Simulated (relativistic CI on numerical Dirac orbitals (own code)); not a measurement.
## Electric-dipole lines of Pd43+

Method of calculation: Dirac-Coulomb-Breit CI, separate exchange-only KLI orbitals for each configuration, a model potential for QED, unscaled Slater integrals (own radial code, finite nucleus).

Configurations in the expansion (outside the closed core 1s2): 2s, 2p, 3s, 3p, 3d, 4s, 4p, 4d, 4f, 5s, 5p, 5d, 5f, 5g, 6s, 6p, 6d. Levels of other configurations are missing.

```
λ vac (Å)           Lower           Upper   A (s⁻¹)        gf  Branching (%)
   2.2133   2p ²P°3/2 [3]   5d ²D5/2 [20]  3.61e+13  1.59e-01           66.0
   2.3487    2s ²S1/2 [1]  4p ²P°3/2 [11]  3.60e+13  1.19e-01           75.0
   2.3908   2p ²P°1/2 [2]   4d ²D3/2 [12]  7.04e+13  2.41e-01           64.2
   2.4763   2p ²P°3/2 [3]   4d ²D5/2 [13]  7.86e+13  4.34e-01           74.9
   3.1144    2s ²S1/2 [1]   3p ²P°3/2 [6]  8.01e+13  4.66e-01           99.8
   3.1582    2s ²S1/2 [1]   3p ²P°1/2 [5]  9.00e+13  2.69e-01           99.8
   3.1846   2p ²P°1/2 [2]    3d ²D3/2 [7]  2.13e+14  1.29e+00           83.9
   3.3292   2p ²P°3/2 [3]    3d ²D5/2 [8]  2.43e+14  2.43e+00           99.8
   3.3446   2p ²P°3/2 [3]    3d ²D3/2 [7]  4.05e+13  2.71e-01           16.0
   5.5666   3p ²P°3/2 [6]   6d ²D5/2 [29]  7.17e+12  2.00e-01           22.4
   6.3403   3p ²P°1/2 [5]   5d ²D3/2 [19]  1.10e+13  2.64e-01           19.1
   6.5120   3p ²P°3/2 [6]   5d ²D5/2 [20]  1.29e+13  4.90e-01           23.5
   6.5428    3d ²D3/2 [7]  5f ²F°5/2 [21]  1.62e+13  6.26e-01           59.3
   6.5959    3d ²D5/2 [8]  5f ²F°7/2 [23]  1.71e+13  8.90e-01           63.0
   8.9843    3s ²S1/2 [4]  4p ²P°3/2 [11]  1.04e+13  5.03e-01           21.6
   9.1366   3p ²P°1/2 [5]   4d ²D3/2 [12]  2.18e+13  1.09e+00           19.9
   9.1382    3s ²S1/2 [4]  4p ²P°1/2 [10]  1.19e+13  2.98e-01           22.5
   9.4719   3p ²P°3/2 [6]   4d ²D5/2 [13]  2.63e+13  2.12e+00           25.0
   9.5245   3p ²P°3/2 [6]   4d ²D3/2 [12]  4.45e+12  2.42e-01            4.1
   9.5366    3d ²D3/2 [7]  4f ²F°5/2 [14]  4.89e+13  4.00e+00           92.6
   9.6368    3d ²D5/2 [8]  4f ²F°7/2 [15]  5.16e+13  5.75e+00           99.1
   9.6636    3d ²D5/2 [8]  4f ²F°5/2 [14]  3.43e+12  2.88e-01            6.5
   9.8111   3p ²P°3/2 [6]    4s ²S1/2 [9]  6.47e+12  1.87e-01           28.9
   13.045  4p ²P°1/2 [10]   6d ²D3/2 [28]  2.69e+12  2.75e-01            8.0
   13.341  4p ²P°3/2 [11]   6d ²D5/2 [29]  3.23e+12  5.18e-01           10.1
   19.537    4s ²S1/2 [9]  5p ²P°3/2 [18]  2.42e+12  5.54e-01            8.5
   19.821  4p ²P°1/2 [10]   5d ²D3/2 [19]  4.44e+12  1.05e+00            7.7
   19.910    4s ²S1/2 [9]  5p ²P°1/2 [17]  2.81e+12  3.34e-01            9.0
   20.460  4p ²P°3/2 [11]   5d ²D5/2 [20]  5.48e+12  2.06e+00           10.0
   20.585   4d ²D3/2 [12]  5f ²F°5/2 [21]  9.09e+12  3.46e+00           33.2
   20.771   4d ²D5/2 [13]  5f ²F°7/2 [23]  9.69e+12  5.02e+00           35.8
   20.778  4f ²F°5/2 [14]   5g ²G7/2 [22]  1.55e+13  8.01e+00           95.9
   20.865  4f ²F°7/2 [15]   5g ²G9/2 [24]  1.59e+13  1.04e+01           99.4
   20.903  4f ²F°7/2 [15]   5g ²G7/2 [22]  5.67e+11  2.97e-01            3.5
   21.269  4p ²P°3/2 [11]   5s ²S1/2 [16]  2.22e+12  3.01e-01           15.6
   36.131   5s ²S1/2 [16]  6p ²P°3/2 [27]  7.81e+11  6.12e-01            4.4
   36.604  5p ²P°1/2 [17]   6d ²D3/2 [28]  1.31e+12  1.05e+00            3.9
   36.868   5s ²S1/2 [16]  6p ²P°1/2 [26]  9.13e+11  3.72e-01            4.7
   37.687  5p ²P°3/2 [18]   6d ²D5/2 [29]  1.64e+12  2.10e+00            5.1
   39.273  5p ²P°3/2 [18]   6s ²S1/2 [25]  9.06e+11  4.19e-01            9.7
   43.802    2s ²S1/2 [1]   2p ²P°3/2 [3]  1.06e+11  1.22e-01          100.0
   151.10    3s ²S1/2 [4]   3p ²P°3/2 [6]  1.57e+10  2.15e-01            0.0
   362.06    4s ²S1/2 [9]  4p ²P°3/2 [11]  3.84e+09  3.02e-01            0.0
   711.87   5s ²S1/2 [16]  5p ²P°3/2 [18]  1.27e+09  3.86e-01            0.0
   1235.7   6s ²S1/2 [25]  6p ²P°3/2 [27]  5.11e+08  4.68e-01            0.0
```

Terms are leading LS components. Brackets give the number of a level in order of energy, since labels repeat. The list gives strong lines, with weight on those to low levels, without lines whose two gauges differ by over a factor of 2.5. Levels whose partners in the same complex of configurations lie outside the list can be far off, and so can their lines. Rates are taken at the computed energies, electric ones in the length gauge.

At this charge energies of transitions that change n are usually good to better than 1 %, and those within a shell (Δn = 0) to a few per cent.

**Question.** From the table, what is the radiative lifetime of 5d ²D5/2?

**Answer.** The listed rates from this level add up to about 5.45e+13 s⁻¹, 100 % of its decay; with all channels τ = 1.83e-14 s.
